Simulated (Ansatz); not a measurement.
Reaction (redistribution): `[SiH3]CS` + `B[CH](F)[GeH3]` → `B[SiH2]CS` + `F[CH2][GeH3]`

Isolated molecules relaxed with PBE0-D4/def2-TZVP in Ansatz; ΔE leaves out vibrations. CCSD(T)/CBS adds triple-zeta CCSD(T) − MP2 to the extrapolated MP2 energy (def2 sets, frozen cores). Functionals use def2-TZVPP. B3LYP here is the variant with VWN-RPA as its local correlation; programs differ in this. For Ge outer-core shells are correlated without core-valence functions, which leaves a few kJ/mol of doubt a bond. Scalar relativity is left out up to krypton. One conformer a species, not always the lowest.

| level | ΔE (kJ/mol) |
| --- | --- |
| B3LYP-D4 | 52.0 |
| ωB97M-V | 56.2 |
| MP2/def2-QZVPP | 55.7 |
| SCS-MP2/def2-QZVPP | 49.0 |

(1) What does CCSD(T)/CBS give? (Estimate.)

Largest T1 diagnostic among the species: 0.012.

## Answers

(1) The calculation gave: +49.2 kJ/mol. The listed levels differ from it by 2.8, 7.0, 6.5, -0.2 kJ/mol.

From PBE to PBE0 (25 % exact exchange), in def2-TZVPP and without D4, ΔE moves by −4.0 kJ/mol. In def2-TZVPP, CCSD(T) changes the Hartree–Fock value by +18.6 kJ/mol (the triples alone add +4.3 kJ/mol) and MP2 by +25.1 kJ/mol.
